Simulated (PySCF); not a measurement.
Se(Et)(SeH) (C2H6Se2), SMILES CC[Se][SeH].

Geometry optimised at B3LYP-D3(BJ)/def2-SVP. The values are those of a single conformer.

Computed with PBE/def2-TZVP (PySCF).

Isolated molecule, no solvent.

```json
{
 "total_energy": "-4882.14180 hartree",
 "highest_occupied_level": "-5.51 eV",
 "lowest_empty_level": "-2.31 eV",
 "orbital_gap": "3.20 eV",
 "dipole_moment": "1.68 D",
 "quadrupole, principal values (traceless, Buckingham form, about the centre of nuclear charge)": "-3.32, -1.10, 4.42 D·Å",
 "mean_static_polarisability": "81.3 bohr³ (12.04 Å³)",
 "polarisability_principal_values": "64.1, 77.4, 102.3 bohr³"
}
```
